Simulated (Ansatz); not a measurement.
Total energies of `c1sc(-c2sc(-c3sc(-c4sc(-c5sc(-c6sc(-c7scc8c7OCCO8)c7c6OCCO7)c6c5OCCO6)c5c4OCCO5)c4c3OCCO4)c3c2OCCO3)c2c1OCCO2` from Ansatz at PBE0-D4/def2-SVP, gas phase (1 Eh = 27.2114 eV = 2625.5 kJ/mol). The reference geometry is relaxed at r2SCAN-D4/def2-SVP.

| state | geometry | energy (Eh) |
| --- | --- | --- |
| charge 0 singlet | reference | -5452.25249 |
| charge 1 doublet | reference | -5452.05940 |
| charge -1 doublet | reference | -5452.28037 |
| free C atom (triplet) | – | -37.76066 |
| free S atom (triplet) | – | -397.83788 |
| free O atom (triplet) | – | -74.92490 |
| free H atom (doublet) | – | -0.50029 |

Single mean-field runs in def2-SVP are fitted with def2-universal-jkfit.

Work out the vertical ionisation energy to the doublet.

E(charge 1 doublet) − E(charge 0 singlet) = -5452.05940 − (-5452.25249) = 0.19309 Eh = 5.25 eV. For comparison, −ε of the highest occupied level is 4.39 eV at this level, 0.86 eV less.

Work out the vertical electron affinity, to the doublet.

E(charge 0 singlet) − E(charge -1 doublet) = -5452.25249 − (-5452.28037) = 0.02788 Eh = 0.76 eV. The basis lacks diffuse functions, which makes affinities too small.

Give the fundamental gap IE − EA, the Mulliken electronegativity (IE + EA)/2 and the hardness (IE − EA)/2.

From the values in Eh: IE − EA = 0.19309 − 0.02788 = 0.16521 Eh = 4.50 eV; (IE + EA)/2 = 3.01 eV; (IE − EA)/2 = 2.25 eV. The HOMO–LUMO gap of the same run is 2.86 eV, 1.64 eV smaller than the fundamental gap.

What is the binding energy per atom against free atoms?

Atoms: 42 × (-37.76066) + 7 × (-397.83788) + 14 × (-74.92490) + 30 × (-0.50029) = -5434.77018 Eh. Binding: -5434.77018 − (-5452.25249) = 17.48231 Eh = 475.72 eV, or 5.12 eV for each of 93 atoms (no zero-point energy, no counterpoise term).

At PBE0-D4/def2-SVP the highest occupied level of the charge -1 doublet lies above zero (up to 0.09 eV). By energy differences its removal costs 0.76 eV (vertical, to the charge 0 singlet, at PBE0-D4/def2-SVP); self-interaction error and the lack of diffuse functions both raise the level.
